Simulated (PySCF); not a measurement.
Stepwise substitution at one centre (B OH-I). Gas-phase values, no solvent. One relaxed conformer stands for each flexible species; it need not be the lowest. Strings in code marks are SMILES.

The vertical ionisation energy (Delta-SCF) from two functionals at the same geometries (PBE0-D3(BJ)/def2-TZVP), both in PySCF: PBE-D3(BJ)/def2-TZVP and PBE0-D3(BJ)/def2-TZVP. Delta-SCF ions had no search for a lower state. 

```tsv
species	PBE0-D3(BJ)/def2-TZVP (eV)
1 of 3 OH replaced by I (`OB(O)I` (H–O–B–I torsion 180°, I–B–O–H torsion -180°))	9.68
2 of 3 OH replaced by I	9.41
3 of 3 OH replaced by I (`IB(I)I`)	9.14
```

What does PBE-D3(BJ)/def2-TZVP give for each?


- 1 of 3 OH replaced by I (`OB(O)I` (H–O–B–I torsion 180°, I–B–O–H torsion -180°)): 9.60
- 2 of 3 OH replaced by I: 9.09
- 3 of 3 OH replaced by I (`IB(I)I`): 8.72
Over these rows, drawn at random from the members with no instability flagged (it was tested for open shells, ions and some series alone), PBE minus PBE0-D3(BJ): mean -0.28 eV, from -0.42 eV to -0.08 eV.
